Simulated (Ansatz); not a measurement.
The same molecule with X = C, Si, Ge, Sn. Ansatz, PBE0-D4/def2-TZVP geometries, multiplicity 1.

Elements past krypton have def2 core potentials. Scalar relativity is left out up to krypton.

| X | molecule | mean X–Br bond length / Å | mean X–Cl bond length / Å | mean X–F bond length / Å | HOMO energy (PBE0/def2-TZVPP) / eV | HOMO–LUMO gap (PBE/def2-TZVPP) / eV | LUMO energy (ωB97M-V/def2-TZVPP) / eV |
| --- | --- | --- | --- | --- | --- | --- | --- |
| C | `FC(F)(Cl)Br` | 1.936 | 1.755 | 1.325 | -8.87 | 5.15 | 0.86 |
| Si | `F[Si](F)(Cl)Br` | 2.171 | 2.009 | 1.572 | -9.33 | 6.64 | 1.71 |
| Sn | `[F][Sn]([F])([Cl])[Br]` | 2.416 | 2.274 | 1.889 | -9.67 | 4.07 | -1.26 |

**Question.** Give the row for X = Ge, `[F][Ge]([F])([Cl])[Br]`. (Estimate.)

**Answer.** Computed: 
```tsv
X	molecule	mean X–Br bond length / Å	mean X–Cl bond length / Å	mean X–F bond length / Å	HOMO energy (PBE0/def2-TZVPP) / eV	HOMO–LUMO gap (PBE/def2-TZVPP) / eV	LUMO energy (ωB97M-V/def2-TZVPP) / eV
Ge	`[F][Ge]([F])([Cl])[Br]`	2.249	2.100	1.707	-9.57	5.07	-0.03
```

From C to Sn the mean X–Br bond length rises at each step, by 0.480 Å in all; the mean X–Cl bond length rises at each step, by 0.519 Å in all; the mean X–F bond length rises at each step, by 0.564 Å in all; the HOMO energy (PBE0/def2-TZVPP) falls at each step, by 0.80 eV in all; the HOMO–LUMO gap (PBE/def2-TZVPP) isn't monotonic: highest at Si, lowest at Sn; the LUMO energy (ωB97M-V/def2-TZVPP) isn't monotonic: highest at Si, lowest at Sn. Bonds lengthen as the atom grows down the group.

Spin–orbit coupling is left out; it splits and shifts lone-pair levels of the heavy atoms by tenths of an eV.
